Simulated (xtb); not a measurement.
C3H7O (SMILES C[CH]CO), doublet, at a GFN2-xTB geometry; GFN2-xTB run with xtb 6.7.1.

Input for xtb:
```
$ xtb mol.xyz --gfn 2 --uhf 1 --ohess --json

# file mol.xyz
11

C     -1.89223601    -0.24806103     0.13597528
C     -0.54241439     0.34178157     0.24412449
C      0.62947001    -0.25810594    -0.42893963
O      1.86541480     0.25467953     0.01563737
H     -1.84030574    -1.27945500    -0.20679639
H     -2.41001552    -0.21770240     1.09700624
H     -2.51798949     0.31056854    -0.57048766
H     -0.42574496     1.31068765     0.69919261
H      0.60646553    -1.35835618    -0.31618966
H      0.62082017    -0.05639144    -1.51388513
H      1.87453379     0.23952489     0.97910034
```

What the program printed (banner, timings and long lists left out):

```
   ID    Z sym.   atoms
    1    6 C      1-3
    2    8 O      4
    3    1 H      5-11

           -------------------------------------------------
          |                Calculation Setup                |
           -------------------------------------------------

           -------------------------------------------------
          |                 G F N 2 - x T B                 |
           -------------------------------------------------

          ...................................................
          :                      SETUP                      :
          :.................................................:
          :  # basis functions                  23          :
          :  # atomic orbitals                  23          :
          :  # shells                           15          :
          :  # electrons                        25          :
          :  max. iterations                   250          :
          :  Hamiltonian                  GFN2-xTB          :
          :  restarted?                      false          :
          :  GBSA solvation                  false          :
          :  PC potential                    false          :
          :  electronic temp.          300.0000000     K    :
          :  accuracy                    1.0000000          :
          :  -> integral cutoff          0.2500000E+02      :
          :  -> integral neglect         0.1000000E-07      :
          :  -> SCF convergence          0.1000000E-05 Eh   :
          :  -> wf. convergence          0.1000000E-03 e    :
          :  Broyden damping             0.4000000          :
          :  net charge                          0          :
          :  unpaired electrons                  1          :
          ...................................................

 iter      E             dE          RMSdq      gap      omega  full diag
   1    -14.1049147 -0.141049E+02  0.361E+00    9.73       0.0  T
   2    -14.1249388 -0.200240E-01  0.192E+00    9.77       1.0  T
   3    -14.1253852 -0.446497E-03  0.706E-01    9.80       1.0  T
   4    -14.1255363 -0.151036E-03  0.116E-01    9.67       1.0  T
   5    -14.1255563 -0.200613E-04  0.645E-02    9.70       1.0  T
   6    -14.1255576 -0.127825E-05  0.839E-03    9.70       3.6  T
   7    -14.1255577 -0.655817E-07  0.426E-03    9.70       7.1  T
   8    -14.1255577 -0.129672E-07  0.985E-04    9.70      30.6  T
   9    -14.1255577 -0.148069E-08  0.228E-04    9.70     132.4  T

   *** convergence criteria satisfied after 9 iterations ***

         :::::::::::::::::::::::::::::::::::::::::::::::::::::
         ::                     SUMMARY                     ::
         :::::::::::::::::::::::::::::::::::::::::::::::::::::
         :: total energy             -13.965801293987 Eh    ::
         :: gradient norm              0.000014364032 Eh/a0 ::
         :: HOMO-LUMO gap              9.699478335083 eV    ::
         ::.................................................::
         :: SCC energy               -14.125555671142 Eh    ::
         :: -> isotropic ES            0.026666090054 Eh    ::
         :: -> anisotropic ES          0.002730591798 Eh    ::
         :: -> anisotropic XC          0.004174881144 Eh    ::
         :: -> dispersion             -0.004276799325 Eh    ::
         :: repulsion energy           0.159754377155 Eh    ::
         :: add. restraining           0.000000000000 Eh    ::
         :: total charge              -0.000000000000 e     ::
         :::::::::::::::::::::::::::::::::::::::::::::::::::::

      -----------------------------------------------------------
     |                   =====================                   |
     |                        A N C O P T                        |
     |                   =====================                   |
     |               Approximate Normal Coordinate               |
     |                Rational Function Optimizer                |
      -----------------------------------------------------------
      -----------------------------------------------------------
     |                   =====================                   |
     |                        A N C O P T                        |
     |                   =====================                   |
     |               Approximate Normal Coordinate               |
     |                Rational Function Optimizer                |
      -----------------------------------------------------------

          ...................................................
          :                      SETUP                      :
          :.................................................:
          :   optimization level            normal          :
          :   max. optcycles                   200          :
          :   ANC micro-cycles                  20          :
          :   degrees of freedom                27          :
          :.................................................:
          :   RF solver                   davidson          :
          :   write xtbopt.log                true          :
          :   linear?                        false          :
          :   energy convergence         0.5000000E-05 Eh   :
          :   grad. convergence          0.1000000E-02 Eh/α :
          :   maxmium RF displ.          1.0000000          :
          :   Hlow (freq-cutoff)         0.1000000E-01      :
          :   Hmax (freq-cutoff)         5.0000000          :
          :   S6 in model hess.         20.0000000          :
          ...................................................

generating ANC from exact Hessian ...
Using Lindh-Hessian (1995)
 Shifting diagonal of input Hessian by    4.6655050323674199E-003
 Lowest  eigenvalues of input Hessian
    0.000000    0.000000    0.000000    0.000000    0.000000    0.000000
    0.010000    0.013423    0.019483    0.028194    0.041535    0.054767
[...]
 * total energy  :   -13.9658013 Eh     change       -0.6287593E-10 Eh
   *** GEOMETRY OPTIMIZATION CONVERGED AFTER 1 ITERATIONS ***
         :: total energy             -13.965801294050 Eh    ::
[...]
Writing topology from bond orders to xtbtopo.mol

molecular dipole:
                 x           y           z       tot (Debye)
 q only:       -0.520      -0.216       0.270
   full:       -0.653      -0.276       0.387       2.055
molecular quadrupole (traceless):
                xx          xy          yy          xz          yz          zz
 q only:       -1.561      -0.487      -0.172       2.229       0.590       1.733
  q+dip:       -3.400      -1.339       0.797       2.700       0.883       2.603
   full:       -2.989      -1.056       0.294       3.022       0.764       2.695

           -------------------------------------------------
          |               Frequency Printout                |
           -------------------------------------------------
 projected vibrational frequencies (cm⁻¹)
eigval :       -0.00    -0.00    -0.00    -0.00     0.00     0.00
eigval :       50.21    62.49   281.27   300.46   401.93   463.87
eigval :      887.45   920.99   990.96  1077.86  1105.98  1132.40
eigval :     1161.48  1276.35  1304.87  1360.62  1397.52  1446.21
eigval :     1462.76  1483.59  2768.62  2825.28  2889.65  2968.25
eigval :     3027.77  3110.84  3544.69
 reduced masses (amu)
   1: 13.44   2: 11.01   3:  8.20   4:  9.35   5: 12.02   6:  9.12   7:  8.77   8:  2.14
   9:  8.30  10:  3.57  11:  3.29  12: 11.21  13:  5.00  14:  5.76  15:  3.69  16: 11.16
  17:  7.17  18:  4.18  19:  5.21  20:  3.86  21:  3.86  22:  6.76  23:  2.92  24:  1.74
  25:  1.66  26:  1.78  27:  1.90  28:  1.45  29:  1.79  30:  1.59  31:  1.71  32:  1.82
  33:  1.87
 IR intensities (km·mol⁻¹)
   1:  0.81   2:  0.22   3:  2.67   4:  0.17   5:  0.13   6:  0.96   7:  1.99   8:  2.63
   9:  4.79  10:132.66  11: 42.17  12:  5.87  13: 24.43  14:  8.28  15:  4.04  16:104.77
  17:  2.41  18: 13.55  19:  0.27  20: 11.71  21: 85.93  22:  6.12  23:  6.08  24:  3.83
  25:  3.69  26:  4.89  27: 59.57  28: 35.98  29: 29.60  30: 29.29  31: 28.92  32: 39.86
  33:  9.67
 Raman intensities (Ä⁴*amu⁻¹)
   1:  0.00   2:  0.00   3:  0.00   4:  0.00   5:  0.00   6:  0.00   7:  0.00   8:  0.00
   9:  0.00  10:  0.00  11:  0.00  12:  0.00  13:  0.00  14:  0.00  15:  0.00  16:  0.00
  17:  0.00  18:  0.00  19:  0.00  20:  0.00  21:  0.00  22:  0.00  23:  0.00  24:  0.00
  25:  0.00  26:  0.00  27:  0.00  28:  0.00  29:  0.00  30:  0.00  31:  0.00  32:  0.00
  33:  0.00
 output can be read by thermo (or use thermo option).
 writing <g98.out> molden fake output.
 recommended (thermochemical) frequency scaling factor: 1.0
           -------------------------------------------------
          |             Thermodynamic Functions             |
           -------------------------------------------------

c1  symmetry found (for desy threshold:  0.10E+00) used in thermo

          ...................................................
          :                      SETUP                      :
          :.................................................:
          :  # frequencies                          27      :
          :  # imaginary freq.                       0      :
          :  linear?                             false      :
          :  only rotor calc.                    false      :
          :  symmetry                               c1      :
          :  rotational number                       1      :
          :  scaling factor                  1.0000000      :
          :  rotor cutoff                   50.0000000 cm⁻¹ :
          :  imag. cutoff                  -20.0000000 cm⁻¹ :
          :.................................................:

    mode    ω/cm⁻¹     T·S(HO)/kcal·mol⁻¹    T·S(FR)/kcal·mol⁻¹   T·S(vib)
   ------------------------------------------------------------------------
       1     50.21    -1.43386 ( 50.41%)    -1.05430 ( 49.59%)    -1.24565
       2     62.49    -1.30495 ( 70.94%)    -0.98965 ( 29.06%)    -1.21331
       3    281.27    -0.45496 ( 99.90%)    -0.54467 (  0.10%)    -0.45504
   ------------------------------------------------------------------------

   temp. (K)  partition function   enthalpy   heat capacity  entropy
                                   cal/mol     cal/K/mol   cal/K/mol   J/K/mol
 298.15  VIB   43.7                 2109.232     12.580     13.641
         ROT  0.426E+05              888.752      2.981     24.162
         INT  0.186E+07             2997.985     15.561     37.804
         TR   0.439E+27             1481.254      4.968     38.132
         TOT                        4479.2385    20.5287    75.9360   317.7163

       T/K    H(0)-H(T)+PV         H(T)/Eh          T*S/Eh         G(T)/Eh
   ------------------------------------------------------------------------
    298.15    0.713812E-02    0.975913E-01    0.360797E-01    0.615117E-01
   ------------------------------------------------------------------------

         :::::::::::::::::::::::::::::::::::::::::::::::::::::
         ::                  THERMODYNAMIC                  ::
         :::::::::::::::::::::::::::::::::::::::::::::::::::::
         :: total free energy         -13.904289596833 Eh   ::
         ::.................................................::
         :: total energy              -13.965801294050 Eh   ::
         :: zero point energy           0.090453226889 Eh   ::
         :: G(RRHO) w/o ZPVE           -0.028941529673 Eh   ::
         :: G(RRHO) contrib.            0.061511697217 Eh   ::
         :::::::::::::::::::::::::::::::::::::::::::::::::::::

optimized geometry written to: xtbopt.xyz

           -------------------------------------------------
          | TOTAL ENERGY              -13.965801294050 Eh   |
          | TOTAL ENTHALPY            -13.868209946280 Eh   |
          | TOTAL FREE ENERGY         -13.904289596833 Eh   |
          | GRADIENT NORM               0.000014150449 Eh/α |
          | HOMO-LUMO GAP               9.699526313798 eV   |
           -------------------------------------------------

normal termination of xtb
```
